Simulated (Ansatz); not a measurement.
Ansatz (a quantum-chemistry and plane-wave program) input (PBE0/def2-TZVP):

Ansatz 0.2 input:
```yaml
crystal:
  periodic: [false, false, false]
  atoms:
    - {symbol: I, position_ang: [-0.00000000, -0.00000000, -1.30342046]}
    - {symbol: I, position_ang: [0.00000000, 0.00000000, 1.30342046]}
basis:
  gaussian:
    orbitals: def2-TZVP
hamiltonian:
  xc: {name: PBE0}
total_charge: 1
magnetization: {spin_polarized: true, initial_magnetization: 1}
relax: {f_tol: 0.003, max_steps: 100}
```

Output:

```
Functional definition: PBE0
integrals: 0.03 GiB planned
836 factors; their error is unknown
mean field: 0.43 GiB planned
mean field evaluation 1: about -16192.8829 eV, gradient 1.1e1 eV
mean field evaluation 2: about -16192.8898 eV, gradient 1.3e1 eV
mean field evaluation 4: about -16193.3082 eV, gradient 3.8e-1 eV
mean field evaluation 8: about -16193.8694 eV, gradient 1.5e-2 eV
mean field evaluation 16: about -16193.7092 eV, gradient 5.1e0 eV
mean field -16193.86941604 eV, -595.1137244404 hartree, gradient 1.6e-5 eV, S^2 0.754387; 2 other end points of the search recorded, 0 dependent functions left out
the calculation of the forces begins
reference -16193.86943879 eV, -595.1137252765 hartree; 25, 24 occupied and 75, 76 virtual orbitals, 836 factors
relax step   1: F+E_penalty+E_count = -16193.86941604 eV  Δ(F+E_penalty+E_count) = +0.000e0 eV  max|allowed force component| = 5.049e-1 eV/Å  Δτ_max = 0.0000 Å  (55 SCF iters, accepted)
these checks for a lower state are left out or cut short: starts, cluster_reference, orbital_swaps, neighbouring_geometries, increment
integrals: 0.03 GiB planned
836 factors; their error is unknown
mean field: 0.43 GiB planned
mean field evaluation 32: about -16193.8670 eV, gradient 7.4e-6 eV
mean field -16193.86699808 eV, -595.1136355823 hartree, gradient 6.3e-6 eV, S^2 0.754457; 0 other end points of the search recorded, 0 dependent functions left out
the calculation of the forces begins
reference -16193.86702079 eV, -595.1136364169 hartree; 25, 24 occupied and 75, 76 virtual orbitals, 836 factors
relax step   2: F+E_penalty+E_count = -16193.86699808 eV  Δ(F+E_penalty+E_count) = +2.418e-3 eV  max|allowed force component| = 6.274e-1 eV/Å  Δτ_max = 0.0369 Å  (34 SCF iters, rejected (line search))
these checks for a lower state are left out or cut short: starts, cluster_reference, orbital_swaps, neighbouring_geometries, increment
integrals: 0.03 GiB planned
836 factors; their error is unknown
mean field: 0.43 GiB planned
mean field -16193.87859857 eV, -595.1140618922 hartree, gradient 5.9e-6 eV, S^2 0.754420; 0 other end points of the search recorded, 0 dependent functions left out
the calculation of the forces begins
reference -16193.87862130 eV, -595.1140627277 hartree; 25, 24 occupied and 75, 76 virtual orbitals, 836 factors
relax step   3: F+E_penalty+E_count = -16193.87859857 eV  Δ(F+E_penalty+E_count) = -9.183e-3 eV  max|allowed force component| = 4.207e-2 eV/Å  Δτ_max = 0.0165 Å  (36 SCF iters, accepted)
these checks for a lower state are left out or cut short: starts, cluster_reference, orbital_swaps, neighbouring_geometries, increment
integrals: 0.03 GiB planned
836 factors; their error is unknown
mean field: 0.43 GiB planned
mean field -16193.87865721 eV, -595.1140640471 hartree, gradient 4.8e-6 eV, S^2 0.754423; 0 other end points of the search recorded, 0 dependent functions left out
the calculation of the forces begins
reference -16193.87867994 eV, -595.1140648825 hartree; 25, 24 occupied and 75, 76 virtual orbitals, 836 factors
relax step   4: F+E_penalty+E_count = -16193.87865721 eV  Δ(F+E_penalty+E_count) = -5.864e-5 eV  max|allowed force component| = 4.754e-4 eV/Å  Δτ_max = 0.0014 Å  (36 SCF iters, accepted)
integrals: 0.03 GiB planned
836 factors; their error is unknown
mean field: 0.43 GiB planned
mean field evaluation 64: about -16193.8786 eV, gradient 6.1e-2 eV
mean field -16193.87865721 eV, -595.1140640471 hartree, gradient 4.7e-6 eV, S^2 0.754423; 2 other end points of the search recorded, 0 dependent functions left out
the calculation of the forces begins
reference -16193.87867994 eV, -595.1140648825 hartree; 25, 24 occupied and 75, 76 virtual orbitals, 836 factors
Total energy: -16193.87867994 eV, -595.1140648825 hartree
Atom 0 at     0.000000     0.000000    -1.285576 Å, force     0.000000     0.000000     0.000475 eV/Å
Atom 1 at    -0.000000    -0.000000     1.285576 Å, force    -0.000000    -0.000000    -0.000475 eV/Å
Dipole moment:     0.000000     0.000000    -0.000000 e Å
```
